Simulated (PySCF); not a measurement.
Spin-rotation constants: `c1cc2c(c(C3CC3)c1)CCCC2`, C13H16

Cartesian coordinates in Å; atom numbers follow the order of the lines, from 1:
```xyz
29

C     0.3142    2.5827    1.0920
C    -0.9588    2.2655    0.6636
C    -1.2562    0.9920    0.1919
C    -0.2548    0.0256    0.1403
C     1.0395    0.3495    0.5674
C     2.1139   -0.6818    0.5281
C     2.7762   -1.0358   -0.7765
C     3.5462   -0.3151    0.2863
C     1.3093    1.6234    1.0454
C    -0.5451   -1.3745   -0.3316
C    -1.8563   -1.4850   -1.1016
C    -2.9637   -0.7838   -0.3281
C    -2.6595    0.7076   -0.2739
H     0.5315    3.5720    1.4677
H    -1.7422    3.0099    0.6996
H     1.9357   -1.5125    1.2046
H     3.0098   -2.0714   -0.9757
H     2.4910   -0.4747   -1.6541
H     4.3120   -0.8547    0.8230
H     3.7913    0.7200    0.1062
H     2.3021    1.8632    1.3962
H     0.2787   -1.7292   -0.9533
H    -0.5883   -2.0277    0.5475
H    -2.1018   -2.5374   -1.2585
H    -1.7493   -1.0161   -2.0826
H    -3.9320   -0.9485   -0.8052
H    -3.0118   -1.1882    0.6854
H    -2.7820    1.1354   -1.2752
H    -3.3694    1.2176    0.3821
```

Method: PySCF 2.14.0, GIAO B3LYP/pcSseg-1 magnetisability, rotational g tensor and spin-rotation constants, non-relativistic, gas phase. Geometry: GFN2-xTB.

(1) Give the nuclear spin-rotation constants along the inertial axes (H = +C I·J) beside the isotropic shieldings.

Answers

(1) Rotational constants 1.2862, 0.6777, 0.4655 GHz. A star marks the isotopologue with that one atom substituted, in its own axes.
```tsv
atom	isotope	Caa (kHz)	Cbb (kHz)	Ccc (kHz)	mean (kHz)	σ (ppm)
H14	1H	-0.121	0.070	-0.046	-0.033	24.6
H15	1H	0.011	-0.001	-0.046	-0.012	24.7
H16	1H	-0.130	-0.057	-0.003	-0.063	30.1
H17	1H	-0.139	0.007	-0.050	-0.061	30.9
H18	1H	-0.129	-0.080	-0.002	-0.070	31.8
H19	1H	-0.032	-0.072	-0.035	-0.046	31.0
H20	1H	-0.118	-0.024	-0.036	-0.059	30.9
H21	1H	0.115	-0.056	-0.045	0.005	24.6
H22	1H	-0.058	-0.026	-0.034	-0.039	28.5
H23	1H	-0.135	-0.064	0.013	-0.062	29.2
H24	1H	-0.134	0.016	-0.046	-0.054	29.7
H25	1H	-0.149	-0.072	0.016	-0.069	30.2
H26	1H	0.023	-0.066	-0.047	-0.030	29.8
H27	1H	-0.138	-0.078	0.016	-0.067	30.2
H28	1H	-0.125	-0.073	0.018	-0.060	28.9
H29	1H	-0.049	-0.033	-0.037	-0.040	29.0
C1	13C*	0.449	0.334	0.058	0.280	50.4
C2	13C*	0.536	0.281	0.069	0.295	47.9
C3	13C*	0.636	0.276	0.055	0.323	39.3
C4	13C*	0.522	0.336	0.059	0.305	38.5
C5	13C*	0.601	0.303	0.062	0.322	33.5
C6	13C*	0.219	0.085	0.072	0.126	163.2
C7	13C*	0.165	0.103	0.062	0.110	171.4
C9	13C*	0.602	0.246	0.065	0.304	49.9
C10	13C*	0.220	0.127	0.071	0.139	150.6
C11	13C*	0.224	0.116	0.072	0.137	152.7
C12	13C*	0.219	0.118	0.071	0.136	153.0
C13	13C*	0.235	0.116	0.082	0.144	146.2
```
For the geometry as given, no vibrational averaging.
